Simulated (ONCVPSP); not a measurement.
**Before and after: ONCV potential for S**

```json
{
  "Element": "sulfur (S)",
  "Generator": "ONCVPSP 4.0.1",
  "Type": "optimised norm-conserving Vanderbilt (ONCV)",
  "Functional": "LDA (Perdew-Wang 92)",
  "Relativity": "scalar-relativistic",
  "Frozen core": "[Ne]",
  "Valence charge": "6",
  "Reference configuration": "3s2 3p4",
  "Partial waves": "3s: rc 1.40 bohr, ncon 4, nbas 7, qcut 4.1 1/bohr, 2 projectors, debl 3.3 Ha; 3p: rc 1.35 bohr, ncon 4, nbas 8, qcut 7.4 1/bohr, 2 projectors, debl 0.3 Ha",
  "Local potential": "polynomial inside 1.10 bohr (lpopt 5, dvloc0 0 Ha)",
  "Core correction": "Teter function, fcfact 1.5, rcfact 1.25"
}
```

Change: core correction Teter function, fcfact 1.5, rcfact 1.54.

Cutoffs: the cutoffs (Ha) at which the residual kinetic energy of the hardest occupied pseudo-wave falls to 1 and 0.1 mHa per electron; they do not see the model core or the augmentation charge, which bear on the density cutoff. Errors are all-electron minus pseudo energies relative to the spin-unpolarised reference configuration.

How do hardness, ghosts and transferability respond?

The potential gets neither clearly harder nor softer (40 Ha and 57 Ha → 40 Ha and 57 Ha); of the 4 tests that both files solve, the error grows in 0 and shrinks in 3 by more than 15 % and 0.3 meV (median size 11.0 → 7.5 meV); neither file shows a bound ghost. That the errors move this way runs against the usual rule that smaller radii transfer better. A model core, the more so a compact one, raises the density cutoff, which this test does not measure.

```csv
quantity,base,changed
"cutoff, loose",40 Ha,40 Ha
"cutoff, tight",57 Ha,57 Ha
bound ghosts,none,none
GHOST(+) flags under 300 eV,s at 182.4 eV,s at 182.4 eV
"error for 3s2 3p3, meV [ΔE 11.86 eV]",+1.8,+1.0
"error for 3s2 3p2, meV [ΔE 34.23 eV]",+20,+14
"error for 3s2 3p1, meV [ΔE 68.38 eV]",+90,+63
"error for 3s1 3p5, meV [ΔE 10.24 eV]",+0.2,-0.3
s: phases at 1.42 bohr within 0.05 rad from the reference energy up to (Ha; the scan ends near 5),to the end of the scan,to the end of the scan
p: phases at 1.37 bohr within 0.05 rad from the reference energy up to (Ha; the scan ends near 5),4.3,4.3
"rms error of d²Exc/dni dnj with the model core, mHa",2.34,1.33
```
